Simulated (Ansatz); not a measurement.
Basis sets compared for GeEt3(NMeEt) (C₉H₂₃GeN). The state is a singlet with charge 0. Geometry PBE-D4/def2-SVP. Ansatz on 6 threads of Arm Neoverse V2 on a shared host; times are rough, and most runs start from earlier orbitals.

```xyz
34

Ge   -0.475    0.121    0.326
C    -1.496   -1.559    0.110
C    -0.637   -2.814    0.290
H    -1.990   -1.552   -0.885
H    -2.323   -1.530    0.852
H    -1.222   -3.747    0.145
H     0.210   -2.832   -0.426
H    -0.194   -2.861    1.307
C     0.404    0.162    2.100
C    -0.570   -0.084    3.258
H     0.907    1.146    2.219
H     1.211   -0.600    2.088
H    -0.061   -0.043    4.245
H    -1.384    0.671    3.283
H    -1.055   -1.079    3.184
C    -1.671    1.696    0.124
C    -2.318    1.803   -1.260
H    -1.064    2.600    0.346
H    -2.445    1.642    0.922
H    -2.980    2.690   -1.347
H    -1.553    1.886   -2.060
H    -2.937    0.912   -1.497
N     0.884    0.099   -0.958
C     0.625   -0.353   -2.308
C     2.009    1.010   -0.830
C     3.377    0.319   -0.901
H     0.418    0.483   -3.026
H     1.483   -0.928   -2.730
H    -0.251   -1.033   -2.336
H     1.964    1.811   -1.616
H     1.936    1.547    0.141
H     4.203    1.056   -0.810
H     3.479   -0.426   -0.086
H     3.516   -0.214   -1.864
```

The 6-31G sets use Cartesian d functions.

Binding counts from free atoms (Ge triplet, C triplet, H doublet, N quartet) in the same basis, without a counterpoise term.

```csv
level,functions,energy (Eh),HOMO (eV),LUMO (eV),binding per atom (eV),wall time
HF/STO-3G,91,-2455.6312,-6.61,11.64,3.81,0.7 s
HF/6-31G,165,-2483.5183,-8.67,5.18,2.87,2.4 s
PBE-D4/def2-SVP,287,-2487.1451,-4.27,0.47,4.09,4.5 s
PBE0-D4/def2-SVP,287,-2487.2837,-5.59,1.32,4.05,9.5 s
```

**Question.** Estimate the rows for PBE-D4/def2-TZVP (with forces), PBE0-D4/def2-TZVP.

**Answer.** 
```
                         level  functions  energy (Eh)  HOMO (eV)  LUMO (eV)  binding per atom (eV)  wall time
PBE-D4/def2-TZVP (with forces)        496   -2487.8539      -4.41      -0.01                   4.05       12 s
             PBE0-D4/def2-TZVP        496   -2487.9793      -5.68       0.79                   4.01       23 s
```
